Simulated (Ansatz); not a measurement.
Computed with Ansatz.

A structure relaxed at PBE0-D4/def2-TZVP, charge 0, multiplicity 1:

```json
{"atom": "O1", "x (Å)": "0.023", "y (Å)": "-0.219", "z (Å)": "1.791"}
{"atom": "Si2", "x (Å)": "-0.495", "y (Å)": "0.728", "z (Å)": "0.548"}
{"atom": "C3", "x (Å)": "0.076", "y (Å)": "-0.130", "z (Å)": "-1.043"}
{"atom": "O4", "x (Å)": "-0.326", "y (Å)": "-1.431", "z (Å)": "-1.178"}
{"atom": "Br5", "x (Å)": "2.099", "y (Å)": "0.007", "z (Å)": "-0.902"}
{"atom": "H6", "x (Å)": "0.978", "y (Å)": "-0.288", "z (Å)": "1.882"}
{"atom": "H7", "x (Å)": "-1.976", "y (Å)": "0.700", "z (Å)": "0.625"}
{"atom": "H8", "x (Å)": "0.030", "y (Å)": "2.113", "z (Å)": "0.574"}
{"atom": "H9", "x (Å)": "-0.125", "y (Å)": "0.388", "z (Å)": "-1.979"}
{"atom": "H10", "x (Å)": "-0.284", "y (Å)": "-1.869", "z (Å)": "-0.319"}
```

Give its formula and SMILES.

CH5BrO2Si, `O[SiH2]C(O)Br`.

Summarise the bond lengths by kind.

1 × O–Si 1.646 Å; 2 × H–O 0.961 to 0.965 Å; 1 × C–Si 1.895 Å; 2 × H–Si 1.482 Å; 1 × C–O 1.368 Å; 1 × Br–C 2.032 Å; 1 × C–H 1.088 Å.
